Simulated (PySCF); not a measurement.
# Working out the ionisation energy of V⁺

V⁺ [Ar] 3d4 (5D) → V²⁺ [Ar] 3d3 (4F). Calculation: PySCF 2.14, in x2c-TZVPPall with one added diffuse shell each of s, p, d, f type (7s6p5d3f1g, 80 functions); scalar relativity by spin-free X2C-1e. Frozen: [Ar]. Energies in hartree (1 hartree = 27.21139 eV):

```json
{"part": "UHF", "V⁺ (lower)": "-947.907250", "V²⁺ (upper)": "-947.423044"}
{"part": "CCSD correlation", "V⁺ (lower)": "-0.051341", "V²⁺ (upper)": "-0.020839"}
{"part": "(T)", "V⁺ (lower)": "-0.000875", "V²⁺ (upper)": "-0.000088"}
```

Task: What does Hartree-Fock give?

Result: (-947.423044) − (-947.907250) = 0.484206 hartree = 13.176 eV.

Task: What do CCSD and CCSD(T) give?

Result: The CCSD correlation energies differ by 0.030502 hartree = 0.830 eV and the triples by 0.000787 hartree = 0.021 eV, so CCSD gives 14.006 eV and CCSD(T) 14.027 eV.

Reference: 14.634 ± 0.007 eV (measured; NIST Atomic Spectra Database, ionization energies), between the lowest levels; spin-orbit coupling is absent from the calculation.

What remains against the reference includes basis incompleteness, the frozen core and higher excitations.
